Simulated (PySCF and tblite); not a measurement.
The numbers below are computed, except where a source is named.
System: C₆H₁₀OSn, numbered as in [CH3:1][O:2][C:3]1=[CH:4][C@H:5]([SnH3:6])[CH:7]=[CH:8]1.

Geometries: PBE0-D3(BJ)/def2-SVP; energies: PBE/pcSseg-1 (def2-TZVP on Sn) + D3(BJ); zero-point and thermal terms from GFN2-xTB harmonic modes (soft modes blended into free rotors). Rate constants are transition-state-theory values, counting equivalent paths, without tunnelling. Run with tblite and PySCF.

Spin–orbit effects of heavy atoms on shieldings are missing.

Q: Estimate the barrier and the room-temperature rate of the shift of Sn6 from C5 to C7.

A: The electronic barrier is 6.9 kcal/mol and ΔG‡(298 K) 5.6 kcal/mol, over a C1 saddle with an imaginary mode of 228i cm⁻¹ (GFN2-xTB). With 1 equivalent path, k is 5×10⁸ s⁻¹, a mean lifetime of the start of 2 ns against this motion. The end lies 2.3 kcal/mol above the start in free energy.
